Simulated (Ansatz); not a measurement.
Species: C5H12O, net charge 0, singlet state. 
Geometry from a B3LYP-D3(BJ)/def2-TZVP (Ansatz, an electronic-structure program) optimisation:
SMILES: CCCCCO
```xyz
18

C      3.1696     0.1734    -0.0486
C      1.8376    -0.4025     0.4226
C      0.6313     0.2773    -0.2210
C     -0.7058    -0.2897     0.2493
C     -1.8992     0.3886    -0.4067
O     -3.1510    -0.0949     0.0705
H      3.2835     0.0664    -1.1301
H      4.0135    -0.3303     0.4262
H      3.2423     1.2380     0.1865
H      1.7625    -0.3112     1.5108
H      1.8039    -1.4750     0.2047
H      0.7056     0.1855    -1.3105
H      0.6658     1.3508    -0.0042
H     -0.7973    -0.1865     1.3345
H     -0.7410    -1.3645     0.0324
H     -1.8353     0.2869    -1.4983
H     -1.8963     1.4565    -0.1801
H     -3.2005    -1.0400    -0.1091
```
Charge 0, spin multiplicity 1.

Computed values are from Ansatz. Correlated levels leave the core frozen unless marked. UHF or UKS for open shells. Spin-orbit coupling is left out. Non-relativistic. CBS(X,Y): correlation extrapolated as X^-3; Hartree-Fock from the larger set.

* **atomisation energy De**: 7077.1 kJ/mol at CCSD(T)/CBS(cc-pVTZ,cc-pVQZ)
* **total energy**: -272.6461 Eh at CCSD(T)/CBS(cc-pVTZ,cc-pVQZ)
* **dipole moment**: 1.79 D at CCSD(T)/aug-cc-pVDZ
* **T1 diagnostic**: 0.009 at CCSD/cc-pVQZ
* **measured enthalpy of formation, 298 K**: -294.6 kJ/mol (CRC Handbook, as tabulated in the package chemicals; older table, unchecked)
